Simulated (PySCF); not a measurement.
PySCF job for SrCl, SMILES [Cl][Sr], multiplicity 2, B3LYP-D3(BJ)/def2-TZVPD. Geometry optimised at B3LYP-D3(BJ)/def2-TZVPD. The spin state was assumed, not searched. The def2 effective core potentials stand for the cores of Sr; spin–orbit coupling is left out.

```python
import numpy as np
from pyscf import gto, scf, dft, df
from pyscf.hessian import thermo

mol = gto.M(
    atom='''
    Sr    0.00000000    0.00000000   -0.80474426
    Cl    0.00000000    0.00000000    1.79884012
    ''',
    basis='def2-TZVPD',
    ecp={'Sr': 'def2-tzvp'},
    charge=0,
    spin=1,
    max_memory=1600,
    verbose=3,
)
mf = dft.UKS(mol, xc='b3lyp').density_fit(auxbasis='def2-universal-jkfit')
mf.disp = 'd3bj'
mf.grids.level = 3
mf.conv_tol = 1e-11
mf.max_cycle = 100
mf.kernel()
fine, coarse = mf.grids, dft.Grids(mol).set(level=1).build(with_non0tab=True)
for _ in range(3):  # follow internal instabilities
    mf.grids = coarse
    mo, _, stable, _ = mf.stability(return_status=True, nroots=4)
    mf.grids = fine
    if stable:
        break
    mf.kernel(mf.make_rdm1(mo, mf.mo_occ))

# [left out here: the lines that compute and print the analytic Hessian (its translational invariance restored by hand, since the grid's response is missing), thermochemistry and intensities]
```

Program output:

```

WARN: HOMO -0.265727722540304 >= LUMO -0.265727722540306

converged SCF energy = -491.026211257366  <S^2> = 0.75014198  2S+1 = 2.000142
<class 'pyscf.df.df_jk.DFUKS'> wavefunction is stable in the internal stability analysis

WARN: DFTD3 does not support analytical Hessian, using finite difference


WARN: Mole.unit (angstrom) is changed to Bohr

Mode                                 0
Irrep
Freq [cm^-1]                      288.7019
Reduced mass [au]                  42.7885
Force const [Dyne/A]                2.1012
Char temp [K]                     415.3777
Normal mode                   x     y     z
       0  Sr                 0.00  0.00 -0.06
       1  Cl                 0.00  0.00  0.14
temperature 298.1500 [K]
pressure 101325.00 [Pa]
Rotational constants [GHz] inf 2.95397 2.95397
Symmetry number 1
Zero-point energy (ZPE) 0.00066 [Eh]   1726.821 [J/mol]
                           tot       elec      trans        rot        vib
Entropy [J/mol/K]       252.661      5.763    168.769     71.930      6.199
Cv [J/mol/K]             27.877      0.000     12.472      8.314      7.091
Cp [J/mol/K]             36.191      0.000     20.786      8.314      7.091
Internal energy [J/mol]                      3718.434   2478.956   2867.520
Internal energy [Eh]   -491.02276  -491.02621
Enthalpy [J/mol]                             6197.391   2478.956   2867.520
Enthalpy [Eh]          -491.02181
Gibbs free energy [J/mol]                  -44121.083 -18966.883   1019.336
Gibbs free energy [Eh] -491.05051
mode   freq/cm-1   IR/(km/mol)
   1      288.70        45.384
max |gradient| / (hartree/bohr): 2.2691556945827093e-05
APT charges: [ 0.633 -0.633]
```

Self-consistency was reached.

Cost: around 30 core-seconds (rough).
